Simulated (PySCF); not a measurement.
Two species compared at the same levels of theory.

First species: C2H6O3Si2.
Geometry (GFN2-xTB, Å), atoms numbered from 1 in this order:
```
atom  x, y, z in Å
C1     2.2022   -0.3044   -0.1244
Si2    0.5932    0.1056    0.7653
O3    -0.5409   -1.0623    0.4907
Si4   -1.9249   -0.6193   -0.2541
C5    -1.3944    1.2269   -0.4553
O6    -1.9843    2.1457   -0.9488
O7    -0.1556    1.4006    0.0706
H8     2.0518   -0.4601   -1.1901
H9     2.9184    0.5011   -0.0018
H10    2.6439   -1.2051    0.2876
H11    0.6173    0.3369    2.1995
H12   -3.0285   -0.7656    0.6796
H13   -2.0027   -1.2997   -1.5364
```

Second species: CH₁₀N₂OSi₂.
SMILES with atom numbers: `[CH3:1][NH:2][Si@H:3]([OH:4])[NH:5][SiH3:6]` (hydrogens: H7, H8, H9 on C1; H10 on N2; H11 on Si3; H12 on O4; H13 on N5; H14, H15, H16 on Si6)

Levels: CAM-B3LYP/def2-SVPD for dipole moment, HOMO energy, LUMO energy, HOMO–LUMO gap, static isotropic polarisability and electronic spatial extent ⟨r²⟩ about the centre of nuclear charge; TDDFT CAM-B3LYP/def2-SVPD for lowest singlet excitation; TDA CAM-B3LYP/def2-SVPD for lowest triplet excitation (Tamm–Dancoff); GFN2-xTB for rotational constant A and rotational constant C. Geometries: GFN2-xTB. Each structure is a single optimised conformer of the isolated species, non-relativistic unless stated. Electronic properties by PySCF.

Dipoles, sizes and rotational constants follow the conformer. The torsions of the flexible species, by atom-mapped SMILES:
- `[CH3:1][NH:2][Si@H:3]([OH:4])[NH:5][SiH3:6]`: C1–N2–Si3–O4 -50°, N2–Si3–N5–Si6 173°, H–O4–Si3–N2 -63°

| property | column X | column Y |
| --- | --- | --- |
| dipole moment | 2.16 D | 3.63 D |
| HOMO energy | -8.30 eV | -9.09 eV |
| LUMO energy | 0.89 eV | 0.36 eV |
| HOMO–LUMO gap | 9.19 eV | 9.45 eV |
| lowest singlet excitation | 6.10 eV | 4.79 eV |
| lowest triplet excitation (Tamm–Dancoff) | 5.87 eV | 4.09 eV |
| static isotropic polarisability | 82.4 au | 76.4 au |
| electronic spatial extent ⟨r²⟩ about the centre of nuclear charge | 1226 bohr² | 1044 bohr² |
| rotational constant A | 5.578 GHz | 2.993 GHz |
| rotational constant C | 0.983 GHz | 1.167 GHz |

Q: Which column belongs to which species?

A: Column X is the second species and column Y the first. The first has 13 atoms and 70 electrons, the second 16 and 66.

Q: How does each property change from the first species to the second?

A: dipole moment -1.47 D; HOMO energy +0.79 eV; LUMO energy +0.53 eV; HOMO–LUMO gap -0.26 eV; lowest singlet excitation +1.31 eV; lowest triplet excitation (Tamm–Dancoff) +1.78 eV; static isotropic polarisability +6.0 au; electronic spatial extent ⟨r²⟩ about the centre of nuclear charge +182 bohr²; rotational constant A +2.585 GHz; rotational constant C -0.184 GHz.

On the first: S1 lies 4.66 eV below the HOMO–LUMO gap; its leading configuration is HOMO→LUMO, weight 0.94.

On the second: S1 lies 3.09 eV below the HOMO–LUMO gap; its leading configuration is HOMO→LUMO, weight 0.65. In wavenumbers S1 is 49200 cm⁻¹ (1 eV = 8065.54 cm⁻¹).
